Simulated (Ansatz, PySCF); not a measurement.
Gas-phase reaction R1 + R2 → P1 + P2, each structure at its B3LYP-D3(BJ)/def2-TZVP stationary point, reached from a drawn start (curvature not checked).
R1: Cl2O2W (SMILES [O]=[W](=[O])([Cl])[Cl]), charge 0, multiplicity 1.
P1, ClHO2W (SMILES [O]=[WH](=[O])[Cl]) (charge 0, multiplicity 1, Z-matrix in Å and degrees):
```
W
O 1 1.7042
O 1 1.7042 2 108.60
H 1 1.7206 2 103.04 3 -108.81
Cl 1 2.2756 2 114.40 4 -122.06
```
R2: H2 (SMILES [H][H]), charge 0, multiplicity 1.
P2, HCl (SMILES Cl) (charge 0, multiplicity 1):
```xyz
2

Cl     0.00000     0.00000     0.64101
H      0.00000     0.00000    -0.64101
```

P less R. No zero-point or thermal terms; no spin–orbit coupling.

Cores are frozen in the correlated methods. CBS: X⁻³ extrapolation of the correlation energy, Hartree–Fock from the larger set.

The values were computed with Ansatz (an electronic-structure program) with Gaussian orbitals; PySCF for the D3/D4 terms. Each number belongs to the level named beside it. Elements past Kr take the def2 small-core potentials, without spin–orbit coupling.

| level | reaction energy (kcal/mol) |
|---|---|
| SVWN5/def2-TZVPP | 28.30 |
| PBE/def2-TZVPP | 28.18 |
| BLYP-D4/def2-TZVPP | 29.53 |
| revPBE-D4/def2-TZVPP | 29.84 |
| MP2/def2-QZVPP | 32.48 |
| CCSD/def2-SVP | 23.99 |
| CCSD/def2-TZVPP | ___ |
| CCSD(T)/def2-QZVPP | ___ |
| CCSD(T)/CBS(def2-TZVPP, def2-QZVPP) | ___ |

Q: Fill in the missing entries.

A: 
- CCSD/def2-TZVPP, reaction energy (kcal/mol): 24.53
- CCSD(T)/def2-QZVPP, reaction energy (kcal/mol): 26.96
- CCSD(T)/CBS(def2-TZVPP, def2-QZVPP), reaction energy (kcal/mol): 27.18
